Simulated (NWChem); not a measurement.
C$_{2}$H$_{5}$FOSi; SMILES C(/F)=C\[SiH2]O

```xyz
10

O     -0.7834    -2.2895     0.0922
Si     0.4981    -1.2017    -0.0183
C     -0.0524     0.5130    -0.5134
C      0.1202     1.5633     0.3074
F     -0.2557     2.8138     0.0005
H     -1.4955    -2.0128     0.6950
H      1.2372    -1.0469     1.2901
H      1.3947    -1.8027    -1.0564
H     -0.5374     0.7058    -1.4868
H      0.5887     1.5156     1.3079
```
Atoms are numbered in this order, from 1.

All runs: NWChem. Geometry: optimised at PBE-D3(BJ)/def2-SVP. LC-ωPBE (HJS hole) with def2-SVP; x = 1 − exp(−ω/0.25 bohr⁻¹) is a scale chosen for this fit.

```
row           x  −ε(HOMO) (eV)
--------  -----  -------------
ω = 0.05  0.181           7.34
ω = 0.10  0.330           8.05
ω = 0.15  0.451       withheld
ω = 0.30  0.699          10.05
ω = 0.35  0.753          10.36
```

Problem. Fit a straight line of the last column on the one before it, predict the withheld value, and compare with the run.

Solution. 
1. Means of the 4 shown rows: x = 0.4908, y = 8.950. Slope Σ(x − x̄)(y − ȳ)/Σ(x − x̄)² = 1.242/0.2339 = 5.310; intercept 6.344.
2. The shown rows scatter about the line by 0.030 (root mean square); the largest residual is -0.05, at ω = 0.10.
3. At x = 0.451 (ω = 0.15; inside the shown range) the line gives 8.74.
4. The run gives 8.68, -0.06 from the line, 2.0 times the scatter.
